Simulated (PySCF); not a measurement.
**Partial charges of `CB(N)P`**

CH₇BNP.
Geometry (PBE0-D3(BJ)/def2-SVP, Å), atoms numbered from 1 in this order:
```xyz
11
CH7BNP angstrom
C     -0.1479    1.3908    0.4915
B      0.0375   -0.1552    0.2322
N     -1.0202   -0.9400   -0.2320
P      1.7192   -1.0043    0.7048
H      0.4924    1.9724   -0.1930
H     -1.1861    1.7339    0.3543
H      0.1690    1.6640    1.5114
H     -1.9421   -0.5572   -0.4039
H     -0.9518   -1.9306   -0.4238
H      2.5750   -0.0921    0.0201
H      1.7552   -1.9998   -0.3185
```

Density: PBE0/pcSseg-1 (PySCF); schemes: Mulliken, IAO, Hirshfeld and ESP-fitted. Isolated species at its PBE0-D3(BJ)/def2-SVP geometry (one conformer only).

Task: For which atoms does the sign change between the 4 schemes (beyond +0.03 e in one, beyond −0.03 e in another)?

Result: For none.

Task: At which atom do the 4 schemes differ most?

Result: At N3: from -1.042 (ESP-fitted) to -0.237 e (Hirshfeld), 0.805 e apart.

Task: Give the atomic charges in each scheme.

Result: In e:

```json
{"atom": "C1", "environment": "sp3 carbon bound to boron", "Mulliken": "-0.507", "IAO": "-0.563", "Hirshfeld": "-0.198", "ESP-fitted": "-0.532"}
{"atom": "B2", "environment": "three-coordinate boron", "Mulliken": "+0.239", "IAO": "+0.107", "Hirshfeld": "+0.121", "ESP-fitted": "+0.593"}
{"atom": "N3", "environment": "boron-bound nitrogen", "Mulliken": "-0.437", "IAO": "-0.524", "Hirshfeld": "-0.237", "ESP-fitted": "-1.042"}
{"atom": "P4", "environment": "three-coordinate phosphorus", "Mulliken": "-0.142", "IAO": "+0.024", "Hirshfeld": "-0.031", "ESP-fitted": "-0.420"}
{"atom": "H5", "environment": "methyl hydrogen", "Mulliken": "+0.136", "IAO": "+0.156", "Hirshfeld": "+0.042", "ESP-fitted": "+0.107"}
{"atom": "H6", "environment": "methyl hydrogen", "Mulliken": "+0.113", "IAO": "+0.135", "Hirshfeld": "+0.035", "ESP-fitted": "+0.113"}
{"atom": "H7", "environment": "methyl hydrogen", "Mulliken": "+0.138", "IAO": "+0.156", "Hirshfeld": "+0.041", "ESP-fitted": "+0.147"}
{"atom": "H8", "environment": "N–H hydrogen", "Mulliken": "+0.192", "IAO": "+0.266", "Hirshfeld": "+0.131", "ESP-fitted": "+0.412"}
{"atom": "H9", "environment": "N–H hydrogen", "Mulliken": "+0.198", "IAO": "+0.268", "Hirshfeld": "+0.129", "ESP-fitted": "+0.432"}
{"atom": "H10", "environment": "P–H hydrogen", "Mulliken": "+0.041", "IAO": "-0.007", "Hirshfeld": "-0.013", "ESP-fitted": "+0.101"}
{"atom": "H11", "environment": "P–H hydrogen", "Mulliken": "+0.028", "IAO": "-0.018", "Hirshfeld": "-0.019", "ESP-fitted": "+0.089"}
```

Mean size of the charges over all atoms: ESP-fitted 0.362 e, IAO 0.202 e, Mulliken 0.197 e, Hirshfeld 0.090 e. Each set sums to the total charge, 0, to within 0.001 e. The ESP scheme is a least-squares fit of atom-centred charges to the potential on four shells outside the van der Waals surface, with the total charge fixed.

Task: How many electrons does the ESP-fitted scheme count on C1?

Result: Z − q = 6 − (-0.532) = 6.532.

Task: Sum the charges by element, for elements with more than one atom.

Result: 
```json
{"element": "H", "atoms": "7", "Mulliken": "+0.847", "IAO": "+0.955", "Hirshfeld": "+0.344", "ESP-fitted": "+1.401"}
```
